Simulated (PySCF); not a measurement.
A PySCF script (with the pyscf-properties extension) for the NMR shieldings of SMILES [Si@@H]1(CC#C)C[C@H](C#N)[C@@H]1C, C8H11NSi, on a GFN2-xTB geometry:

```python
import basis_set_exchange as bse
import numpy as np
from pyscf import gto, dft
from pyscf.prop import nmr

atoms = """
C     3.297011   -1.806680    1.097387
C     2.750876   -0.772446    0.843687
C     2.070500    0.460063    0.531189
Si    0.745342    0.177124   -0.809159
C    -0.568627    1.549416   -1.037452
C    -1.702544    0.509575   -0.857093
C    -2.757311    0.981562   -0.008414
N    -3.577390    1.385421    0.680641
C    -0.889618   -0.690268   -0.287629
C    -1.074807   -0.907364    1.208745
H     3.789949   -2.702081    1.331056
H     2.801592    1.188667    0.176951
H     1.622336    0.857433    1.444303
H     1.329619   -0.326342   -2.056593
H    -0.617924    2.077077   -1.985932
H    -0.590257    2.298234   -0.246657
H    -2.136083    0.245209   -1.825237
H    -1.139897   -1.617415   -0.805474
H    -0.365079   -1.650930    1.566617
H    -2.082751   -1.255607    1.431790
H    -0.913856    0.016295    1.761504
"""
names = dict.fromkeys(["C", "Si", "N", "H"], "pcSseg-1")
basis = {el: gto.basis.parse(bse.get_basis(n, elements=[el], fmt="nwchem")) for el, n in names.items()}
mol = gto.M(atom=atoms, basis=basis, charge=0, verbose=0)
mf = dft.RKS(mol, xc="PBE0")
mf.grids.level = 2
mf.grids.alignment = dft.numint.BLKSIZE   # the property module wants whole blocks of grid points
mf.conv_tol = 1e-9
mf.kernel()

calc = nmr.RKS(mf)   # GIAO
C = mf.mo_coeff
Co = C[:, mf.mo_occ > 0]
resp = mf.gen_response(singlet=True, hermi=2)
def vind(x):   # induced exchange potential for any number of trial vectors
    d = np.einsum("pi,xij,qj->xpq", C, 2 * x.reshape(-1, C.shape[1], Co.shape[1]), Co, optimize=True)
    return np.einsum("xpq,pi,qj->xij", resp(d - d.transpose(0, 2, 1)), C, Co, optimize=True).ravel()
mo1, _ = nmr.rhf.solve_mo1(calc, with_cphf=vind)
sigma = calc.kernel(mo1)
for i, s in enumerate(sigma):   # ppm
    w = np.linalg.eigvalsh((s + s.T) / 2)
    print("%2d %-2s iso %8.1f  s11 %8.1f  s22 %8.1f  s33 %8.1f" % (i, mol.atom_pure_symbol(i), w.mean(), *w))
```

Question: Give the expected output.

Answer: 
```
 0 C  iso    112.1  s11     36.4  s22     42.3  s33    257.5
 1 C  iso    104.4  s11      6.7  s22     10.7  s33    295.7
 2 C  iso    183.9  s11    172.5  s22    176.3  s33    203.0
 3 Si iso    358.9  s11    320.8  s22    361.3  s33    394.4
 4 C  iso    166.6  s11    141.3  s22    161.1  s33    197.3
 5 C  iso    162.9  s11    143.8  s22    169.7  s33    175.2
 6 C  iso     60.9  s11    -60.5  s22    -50.8  s33    294.1
 7 N  iso    -34.9  s11   -204.8  s22   -177.9  s33    277.9
 8 C  iso    159.8  s11    137.0  s22    160.0  s33    182.5
 9 C  iso    172.2  s11    160.9  s22    174.0  s33    181.7
10 H  iso     30.4  s11     24.9  s22     25.1  s33     41.2
11 H  iso     29.9  s11     24.2  s22     28.7  s33     36.7
12 H  iso     29.5  s11     25.5  s22     28.3  s33     34.7
13 H  iso     26.8  s11     23.2  s22     25.6  s33     31.5
14 H  iso     29.8  s11     25.7  s22     27.3  s33     36.5
15 H  iso     30.0  s11     27.2  s22     28.5  s33     34.4
16 H  iso     28.6  s11     25.0  s22     26.9  s33     34.1
17 H  iso     29.7  s11     25.7  s22     28.1  s33     35.2
18 H  iso     30.2  s11     24.8  s22     28.8  s33     36.9
19 H  iso     30.0  s11     25.4  s22     27.4  s33     37.0
20 H  iso     30.2  s11     28.0  s22     28.6  s33     34.1
```

These numbers come from an equivalent density-fitted implementation of the same equations, which agrees with the script to about 0.01 ppm for H and up to a few tenths of a ppm for heavy atoms, so last digits may differ.

Question: Turn these shieldings into chemical shifts. Chemical shifts δ = σref − σ; ¹³C (σ = 186.93 ppm), ²⁹Si (σ = 349.16 ppm), ¹H (σ = 31.72 ppm) vs TMS; ¹⁵N (σ = 267.73 ppm) vs NH3, all at this level.

Answer: Averaging equivalent atoms: C 6: 126.0; C 1: 82.6; C 0: 74.8; C 8: 27.1; C 5: 24.0; C 4: 20.3; C 9: 14.8; C 2: 3.0; Si 3: -9.7; N 7: 302.7; H 13: 4.95; H 16: 3.08; H 12: 2.21; H 17: 2.04; H 14: 1.88; H 11: 1.86; H 15: 1.69; H 18/19/20: 1.59; H 10: 1.33 ppm. Experimental scales use liquid or dissolved standards, which lie at an offset from isolated NH3 (liquid NH3: subtract about 20 ppm). Unscaled 15N shifts of sp2 nitrogen come out 20 to 40 ppm too high even then.

Size and cost of the density-fitted run: 232 basis functions, 84 s wall time on 1 thread of an Arm Neoverse V1, shared host; peak memory 1.1 GiB.
